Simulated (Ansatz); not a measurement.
PBE exchange is replaced step by step with exact exchange (0 % is PBE, 25 % PBE0; no dispersion term), basis def2-SVP, Ansatz. System: tetraphenylethylene (C₂₆H₂₀). The state is a singlet with charge 0. Geometry: PBE-D4/def2-SVP.

Geometry of the singlet:

```csv
atom,x (Å),y (Å),z (Å)
C1,0.5847,-3.5581,3.0611
C2,1.1365,-2.2742,3.2046
C3,0.8015,-1.2569,2.3028
C4,-0.0944,-1.5001,1.2366
C5,-0.4685,-0.4213,0.2820
C6,0.4687,0.4212,-0.2822
C7,1.9297,0.1478,-0.2070
C8,2.4494,-1.1385,-0.4789
C9,3.8268,-1.3831,-0.4195
C10,4.7163,-0.3481,-0.0863
C11,4.2158,0.9381,0.1727
C12,2.8382,1.1860,0.1029
C13,0.0860,1.6638,-1.0063
C14,-0.8695,2.5585,-0.4721
C15,-1.2130,3.7324,-1.1537
C16,-0.6102,4.0386,-2.3851
C17,0.3507,3.1664,-2.9213
C18,0.7028,1.9967,-2.2343
C19,-1.9210,-0.3117,-0.0235
C20,-2.8796,-0.3928,1.0127
C21,-4.2494,-0.2937,0.7337
C22,-4.6910,-0.1323,-0.5895
C23,-3.7504,-0.0749,-1.6313
C24,-2.3812,-0.1631,-1.3520
C25,-0.6613,-2.7901,1.1185
C26,-0.3173,-3.8108,2.0151
H27,0.8511,-4.3584,3.7686
H28,1.8312,-2.0616,4.0318
H29,1.2323,-0.2520,2.4212
H30,1.7568,-1.9505,-0.7444
H31,4.2110,-2.3906,-0.6413
H32,5.7989,-0.5419,-0.0365
H33,4.9055,1.7571,0.4292
H34,2.4501,2.1969,0.3000
H35,-1.3405,2.3245,0.4937
H36,-1.9547,4.4185,-0.7167
H37,-0.8832,4.9601,-2.9221
H38,0.8327,3.4006,-3.8831
H39,1.4612,1.3187,-2.6543
H40,-2.5374,-0.5259,2.0503
H41,-4.9792,-0.3454,1.5564
H42,-5.7673,-0.0595,-0.8095
H43,-4.0876,0.0341,-2.6736
H44,-1.6483,-0.1220,-2.1709
H45,-1.3738,-2.9899,0.3038
H46,-0.7593,-4.8123,1.8977
```

Single mean-field runs in def2-SVP are fitted with def2-universal-jkfit.

| exact exchange (%) | HOMO (eV) | LUMO (eV) | gap (eV) |
| --- | --- | --- | --- |
| 0 | -4.86 | -2.29 | 2.57 |
| 5 | -5.02 | -2.15 | 2.88 |
| 10 | -5.19 | -2.00 | 3.19 |
| 15 | -5.36 | -1.85 | 3.50 |
| 25 | -5.70 | -1.56 | 4.14 |
| 35 | -6.04 | -1.26 | 4.78 |
| 50 | -6.56 | -0.81 | 5.75 |
